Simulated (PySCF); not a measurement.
# What builds the first ionisation energy along the 4p block

All values are computed (PySCF 2.14, energy differences of UHF-based or UKS calculations, no spin-orbit coupling). Each column adds one step, in eV (sums use unrounded values): valence MP2, valence CCSD, valence triples, then the next inner shell at CCSD(T) (Ga 3s 3p 3d, Ge 3s 3p 3d, As 3s 3p 3d, Br 3s 3p 3d, Kr 3s 3p 3d). References (NIST) marked * lie between the lowest fine-structure levels; the others compare directly ((s) semi-empirical, (t) theoretical).

```tsv
element	UHF	+ MP2	+ CCSD	+ (T)	+ inner shell	sum	reference
Ga [Ar] 3d10 4s2 4p1 → [Ar] 3d10 4s2 (aug-cc-pwCVDZ-PP with ECP10MDF, ECP)	5.525	0.164	0.068	0.018	0.014	5.789	5.931
Ge [Ar] 3d10 4s2 4p2 → [Ar] 3d10 4s2 4p1 (aug-cc-pwCVDZ-PP with ECP10MDF, ECP)	7.409	0.281	0.028	0.015	0.024	7.756	7.925
As [Ar] 3d10 4s2 4p3 → [Ar] 3d10 4s2 4p2 (aug-cc-pwCVDZ-PP with ECP10MDF, ECP)	9.425	0.389	-0.046	0.013	0.029	9.811	10.008
Br [Ar] 3d10 4s2 4p5 → [Ar] 3d10 4s2 4p4 (aug-cc-pwCVDZ-PP with ECP10MDF, ECP)	10.741	0.672	-0.033	0.022	0.026	11.428	11.844
Kr [Kr] → [Ar] 3d10 4s2 4p5 (aug-cc-pwCVDZ-PP with ECP10MDF, ECP)	13.137	0.822	-0.120	0.024	0.020	13.882	14.222
```

Double-zeta sets recover only part of the correlation energy.

What remains against the references is mostly basis incompleteness.

Problem. What share of the correlation contribution for Kr comes from the inner shell?

Solution. The four steps add to 0.746 eV, of which the inner shell gives 0.020 eV, or 3 %.
